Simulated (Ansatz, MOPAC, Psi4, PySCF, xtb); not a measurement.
SiH4 (SMILES [SiH4]) and CH2O (SMILES C=O) are pulled apart as rigid monomers along the line of their centres of mass, from the B3LYP-D3(BJ)/def2-TZVP minimum. Starting geometry (charge 0, multiplicity 1):
```xyz
9

Si     0.02590     0.24184     0.17650
H      1.29877    -0.01850     0.88782
H      0.35532     0.70756    -1.19357
H     -0.72858     1.30836     0.86870
H     -0.77654    -0.99446     0.08274
C      0.44806    -0.36435     3.84109
O     -0.47938    -0.67453     3.14585
H      0.44248    -0.54009     4.93317
H      1.35545     0.11274     3.42521
```

Interaction energies with rigid monomers; basis-set methods are counterpoise corrected unless marked otherwise.

Frozen-core correlation. The state that AM1 reach isn't checked.

Codes used: Ansatz (Gaussian basis) for Hartree–Fock, density functionals and correlated methods; MOPAC for AM1 (differences of heats of formation); Psi4 for SAPT; PySCF for the dispersion terms; xtb for the GFN methods. 

```tsv
Si1···O7 (Å)	AM1 (kcal/mol)	GFN1-xTB (kcal/mol)	PBE0-D4/def2-TZVPPD (kcal/mol)	SCS-MP2/aug-cc-pV(D+d)Z (kcal/mol)	SAPT0/jun-cc-pV(D+d)Z (kcal/mol)
2.84	3.97	-10.00	?	0.03	-0.66
3.15	3.00	?	-2.02	-1.25	-1.58
3.61	0.39	-2.54	-1.55	-1.18	-1.29
4.40	-0.06	-0.58	-0.65	-0.53	-0.56
5.65	-0.04	-0.13	-0.12	-0.14	-0.16
```

Task: What belongs in the gaps?

Result: 
- 2.84, PBE0-D4/def2-TZVPPD (kcal/mol): -1.41
- 3.15, GFN1-xTB (kcal/mol): -6.33

Ansatz is a first-principles code.
